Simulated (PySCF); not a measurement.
**Ionisation energy along the 3-electron series**

Calculated with PySCF 2.14 and a two-component X2C-1e Hamiltonian (Gaussian nucleus, no Breit or QED terms), each ion in its own even-tempered basis scaled to its charge; GMP2 freezes nothing and drops the highest virtual spinors. Values in eV. NIST values: (m) measured, (s) semi-empirical, (t) theoretical.

| ion | configuration | GHF (screened spin-orbit) | GMP2 (screened spin-orbit) | NIST |
| --- | --- | --- | --- | --- |
| Fe(23+) | [He] 2s1 | 2046.3 | 2046.5 | 2045.8 (t) |
| Ni(25+) | [He] 2s1 | 2400.0 | 2400.2 | 2399.3 (t) |
| Cu(26+) | [He] 2s1 | 2587.8 | 2588.0 | 2587.0 (t) |

Question: Fill in the row of Co(24+).

Answer: configuration: [He] 2s1; GHF (screened spin-orbit): 2219.5; GMP2 (screened spin-orbit): 2219.7; NIST: 2218.9 (t).
